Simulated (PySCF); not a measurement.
A side-by-side comparison of computed properties.

First species: C₄H₆O₂S.
SMILES: `C=CS(=O)(=O)C=C`

Second species: C5H13N.
Z-matrix (Å and degrees, PBE0-D3(BJ)/def2-TZVP geometry), rows numbered from 1:
```
C 
C   1  1.5189
C   2  1.5180  1  111.71
N   3  1.4477  2  114.20  1  -171.43
C   4  1.4429  3  112.74  2   -65.20
C   4  1.4423  3  110.96  2   169.86
H   1  1.0938  2  111.22  3   -59.01
H   1  1.0917  2  111.40  3  -179.04
H   1  1.0937  2  111.18  3    60.81
H   2  1.0946  1  110.44  3  -120.77
H   2  1.0940  1  109.15  3   122.22
H   3  1.0955  2  108.42  1   -51.84
H   3  1.1097  2  109.20  1    63.48
H   5  1.0920  4  109.54  3  -179.99
H   5  1.0903  4  110.80  3    61.33
H   5  1.1068  4  112.62  3   -59.90
H   6  1.0923  4  109.95  3   -57.30
H   6  1.0924  4  109.91  3  -176.23
H   6  1.1064  4  112.90  3    63.29
```

Levels: B97-2/pcSseg-2 for dipole moment, HOMO energy, LUMO energy and HOMO–LUMO gap; PBE0-D3(BJ)/def2-TZVP for rotational constant A and rotational constant C. Geometries: PBE0-D3(BJ)/def2-TZVP. All species are isolated and taken at one optimised geometry, non-relativistic unless stated. Electronic properties by PySCF.

The conformers computed, where there is a choice (atom-mapped SMILES and torsion angles):
- `[CH2:1]=[CH:2][S:3](=[O:4])(=[O:5])[CH:6]=[CH2:7]`: C1–C2–S3–O4 134°, C2–S3–C6–C7 -112°
- `[CH3:1][CH2:2][CH2:3][N:4]([CH3:5])[CH3:6]`: C1–C2–C3–N4 -171°, C2–C3–N4–C5 -65°

Values for the first species:

| Property | Result |
| --- | --- |
| Dipole moment | 4.51 D |
| HOMO energy | -8.12 eV |
| LUMO energy | -1.79 eV |
| HOMO–LUMO gap | 6.33 eV |
| Rotational constant A | 3.769 GHz |
| Rotational constant C | 1.694 GHz |

(1) Estimate the same properties for the second species, and the change in each.

## Answers

(1) 
```
             property      first     second  second less first
        dipole moment     4.51 D     0.42 D            -4.09 D
          HOMO energy   -8.12 eV   -5.90 eV           +2.22 eV
          LUMO energy   -1.79 eV    0.70 eV           +2.49 eV
        HOMO–LUMO gap    6.33 eV    6.60 eV           +0.27 eV
rotational constant A  3.769 GHz  7.344 GHz         +3.575 GHz
rotational constant C  1.694 GHz  1.570 GHz         -0.124 GHz
```

On the first: Point group C2 permits a dipole; with 4.51 D the species has a pure rotational spectrum. The dipole equals about 15.1 × 10⁻³⁰ C·m (1 D = 3.33564 × 10⁻³⁰ C·m). Isolated species at its PBE0-D3(BJ)/def2-TZVP geometry (one conformer only).

On the second: In atomic units the dipole is 0.16 e·bohr (1 au = 2.5417 D). One conformer (not necessarily the lowest) at the PBE0-D3(BJ)/def2-TZVP geometry, without solvent, vibrations or thermal averaging.
